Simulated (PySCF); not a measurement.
C₅H₇N₃S.
Cartesian coordinates in Å at the GFN2-xTB level; atoms count from 1:
```xyz
16
C5H7N3S angstrom
C     -2.2753    1.6344    0.0241
C     -2.2367    0.4482   -0.5639
N     -1.1116   -0.3548   -0.5738
N     -1.1014   -1.5318   -1.1698
C      0.1107   -2.0062   -0.9826
C      0.8359   -1.0495   -0.2378
S      2.4817   -1.1385    0.2999
C      2.5965    0.4594    1.1519
N      0.0342   -0.0219    0.0021
H     -1.4113    2.0281    0.5292
H     -3.1671    2.2319    0.0118
H     -3.0652   -0.0048   -1.0870
H      0.4270   -2.9564   -1.3553
H      1.8666    0.4857    1.9543
H      2.4035    1.2549    0.4397
H      3.6049    0.5301    1.5456
```

NICS is the negative of the GIAO shielding at a point without a nucleus: at the ring centre (0) and 1 Å above and below it (1); zz is the component along the ring normal. Level: GIAO PBE0/pcSseg-1 (PySCF, non-relativistic, gas phase) on the GFN2-xTB geometry, one conformer.

Ring bond lengths (Å), with Mayer bond orders in brackets: N3–N4 1.319 (1.20), N4–C5 1.315 (1.54), C5–C6 1.413 (1.24), C6–N9 1.325 (1.43), N9–N3 1.325 (1.19).

Problem. Give the NICS values of each ring in ppm.

Solution. 
```
          ring                                                 type  NICS(0)  NICS(1), two faces  NICS(1)zz, two faces  rms pucker (Å)  centre to ring atoms, mean (Å)
N3–N4–C5–C6–N9  5-membered ring with 3 N; formal bonds all aromatic    -10.7       -11.8 / -11.8         -28.0 / -28.0            0.00                            1.14
```

Problem. What do they say, and how far can they be read as aromaticity?

Solution. 
- N3–N4–C5–C6–N9: mean NICS(1)zz -28.0 ppm, shielded. The ring is flat and has no four-coordinate atom; by the NICS criterion it is aromatic.

Problem. And the bond-length index? Use HOMA with the parameters of Krygowski (1993).

Solution. 
- N3–N4–C5–C6–N9: HOMA 0.95; the largest term is that of C5–C6, α(R − Ropt)² = 0.16. The geometric and the magnetic index point the same way.

Problem. At the first NICS(1) probe listed for ring N3–N4–C5–C6–N9, 1 Å off the ring, what do the in-plane components average?

Solution. The isotropic value is a third of the trace: (3 × -11.8 − (-28.0))/2 = -3.7 ppm.

Problem. List the ring angles and the Hirshfeld charges of the ring atoms.

Solution. 
- N3–N4–C5–C6–N9: N3 114.4° (+0.095 e), N4 105.3° (-0.123 e), C5 107.7° (-0.035 e), C6 108.1° (+0.001 e), N9 104.5° (-0.121 e); sum 540.0° against 540° for a flat convex ring.

Problem. What are the shieldings of the ring atoms and their hydrogens in the same run (means over atoms taken as equivalent)?

Solution. 
```tsv
atoms	environment	σ isotropic (ppm)
N3	pyrrole-type nitrogen	-17.8
N4	pyridine-type nitrogen	-103.6
C5	aromatic CH next to a ring nitrogen	50.7
C6	substituted aromatic carbon	31.8
N9	pyridine-type nitrogen	-62.9
H13	aromatic hydrogen	24.24
```
